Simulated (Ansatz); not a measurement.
Consider the cleavage of the Ge–B bond: `CS[BH][GeH3]` + `CC#CS` → `CC#C[S][GeH3]` + `BSC`.

Gas-phase electronic energies from Ansatz, PBE0-D4/def2-TZVP geometries. CBS: MP2 limit from def2 TZ/QZ plus the TZ coupled-cluster correction, frozen cores. Functionals use def2-TZVPP. For Ge outer-core shells are correlated without core-valence functions, which leaves a few kJ/mol of doubt a bond. Scalar relativity is left out up to krypton. One conformer a species, not always the lowest.

`CS[BH][GeH3]`:

Z-matrix (Å, degrees):
```
C
S 1 1.810
H 1 1.090 2 108.9
H 1 1.090 2 108.9 3 -118.9
H 1 1.088 2 109.9 3 120.6
B 2 1.745 1 106.7 3 -120.3
Ge 6 2.057 2 118.0 1 -180.0
H 6 1.195 2 120.0 1 0.0
H 7 1.539 6 113.1 2 -0.2
H 7 1.541 6 110.4 2 -121.2
H 7 1.541 6 110.4 2 120.8
```

`CC#CS`:

Cartesian coordinates in Å:
```
C 1.352 0.502 0.369
C 0.096 -0.080 -0.055
C -0.954 -0.556 -0.407
S -2.339 -1.321 -0.974
H 2.156 0.214 -0.314
H 1.630 0.174 1.374
H 1.296 1.594 0.370
H -3.237 -0.527 -0.362
```

`CC#C[S][GeH3]`:

```xyz
11

C     1.253    2.172    0.511
C     0.988    0.852   -0.023
C     0.770   -0.248   -0.469
S     0.524   -1.780   -1.115
Ge   -1.552   -2.088   -0.335
H     1.462    2.888   -0.289
H     0.390    2.541    1.071
H     2.111    2.161    1.189
H    -1.517   -2.029    1.197
H    -2.460   -0.991   -0.903
H    -1.970   -3.478   -0.834
```

`BSC`:

Z-matrix (Å, degrees):
```
C
S 1 1.809
H 1 1.090 2 109.0
H 1 1.088 2 109.9 3 -120.5
H 1 1.090 2 109.1 3 118.9
B 2 1.749 1 105.8 3 120.7
H 6 1.193 2 115.9 1 -180.0
H 6 1.194 2 121.2 1 0.0
```

| species | ωB97X-V energy (Eh) |
| --- | --- |
| `CS[BH][GeH3]` | -2542.13812 |
| `CC#CS` | -514.80629 |
| `CC#C[S][GeH3]` | -2592.84061 |
| `BSC` | -464.12289 |

(1) Work out ΔE.

Largest T1 diagnostic among the species: 0.014.

Results:

(1) ΔE = (-2592.84061) + (-464.12289) − (-2542.13812) − (-514.80629) = -0.01909 Eh = -50.1 kJ/mol. CCSD(T)/CBS gives -46.7 kJ/mol.

In def2-TZVPP, CCSD(T) changes the Hartree–Fock value by +13.6 kJ/mol (the triples alone add +0.2 kJ/mol) and MP2 by +6.4 kJ/mol.
